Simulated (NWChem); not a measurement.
Sn, triplet

Program: NWChem. Spin-unrestricted. The open p shell is one determinant without spherical averaging. No stability test was run on the SCF state. def2 effective core potentials on Sn; no spin-orbit coupling.

Q: Estimate the computed values for B3LYP/def2-SVP. Quantities: highest occupied level (eV); lowest empty minus highest occupied level, either spin (eV); <S²>.

A: 
```json
{
 "highest occupied level (eV)": "-4.67",
 "lowest empty minus highest occupied level, either spin (eV)": "1.36",
 "<S²>": "2.00"
}
```
